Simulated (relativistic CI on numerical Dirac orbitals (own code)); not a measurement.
Radial parameters of Lu XXXIX

Computed by Dirac-Coulomb-Breit CI, orbitals from a KLI potential per configuration, a model potential for QED, unscaled Slater integrals (own radial code, finite nucleus).

Slater integrals F^k, G^k are unscaled and averaged over j, outside the closed core [Ar] 3d10; ζ comes from projecting the Hamiltonian with its Breit term on Σ l·s of the shell.

- 4s²4p³: F^2(4p,4p) = 235200, ζ(4p) = 411950 cm⁻¹; <r>(4p) = 0.4338, <r^2>(4p) = 0.213 (bohr units).
- 4s4p⁴: F^2(4p,4p) = 235160, G^1(4s,4p) = 307670, ζ(4p) = 411690 cm⁻¹; <r>(4s) = 0.4238, <r^2>(4s) = 0.2019, <r>(4p) = 0.4339, <r^2>(4p) = 0.213 (bohr units).
- 4s²4p²4d: F^2(4p,4p) = 235130, ζ(4p) = 412520, F^2(4p,4d) = 231710, G^1(4p,4d) = 286300, G^3(4p,4d) = 183990, ζ(4d) = 51838 cm⁻¹; <r>(4p) = 0.4339, <r^2>(4p) = 0.2131, <r>(4d) = 0.4321, <r^2>(4d) = 0.2134 (bohr units).

Averages of the first 10 configurations, taken without configuration mixing, which lowers the lowest level and can move excited configurations by several eV; other configurations of the list can lie among them:

```
Configuration  Parity  States  Average energy above the lowest level (eV)
       4s²4p³     odd      20                                        79.8
        4s4p⁴    even      30                                       227.7
     4s²4p²4d    even     150                                       263.5
          4p⁵     odd       6                                       386.1
      4s4p³4d     odd     400                                       406.9
     4s²4p²4f     odd     210                                       437.7
      4s4p³4f    even     560                                       581.3
        4p⁴4d    even     150                                       560.7
     4s4p²4d²    even    1350                                       589.0
    4s²4p4d4f    even     840                                       622.1
```
